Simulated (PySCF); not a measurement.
**Two-component Hartree-Fock for Sc (scandium, neutral)**

Start: [Ar] 3d2 4s1; 3d5/2 filled at m_j = +3/2, +5/2; 4s1/2 filled at m_j = +1/2. Calculated with PySCF 2.14 in x2c-TZVPall-2c with one added diffuse shell each of s, p, d type (7s8p5d1f, 63 functions): generalised Hartree-Fock with the X2C-1e Hamiltonian and a Gaussian nucleus; one run each with spin-orbit coupling (SO) switched off, then screened by Boettger's factors. This is a chosen level, not necessarily the ground level.

```tsv
spinor shell	electrons	ε, spin-free (eV)	ε, screened SO (eV)	weight of nominal j (screened SO)	rms radius, screened SO (bohr)
1s1/2	2	-4535.8	-4535.7	1.000	0.0844
2s1/2	2	-519.84	-519.84	1.000	0.370
2p1/2	2	-422.60	-425.74	0.998	0.338
2p3/2	4	-422.60	-421.07	0.999	0.341
3s1/2	2	-66.475	-66.485	1.000	1.16
3p3/2	4	-39.221	-39.597	0.856	1.29
3p1/2	2	-39.221	-38.499	0.712	1.28
3d5/2	2	-5.765	-5.762	0.899	2.45
4s1/2	1	-5.409	-5.412	1.000	4.47
```

```tsv
quantity	spin-free	screened SO
E (hartree)	-763.23054	-763.23490
M_J	9/2	9/2
⟨J²⟩	24.754	24.754
⟨L²⟩	12.003	12.004
⟨S²⟩	3.751	3.751
```

Each row is a mean over spinors that exchange with the open shell spreads, by up to 5.076 eV (3p3/2).

Rows whose weight is well below 1 are mixtures of j = l ± 1/2: exchange outweighs spin-orbit coupling there, and the label is only the starting occupation.

Without spin-orbit coupling the j labels of p, d and f shells carry no meaning; the spin-free column gives the mean over the occupied spinors of each nl shell.
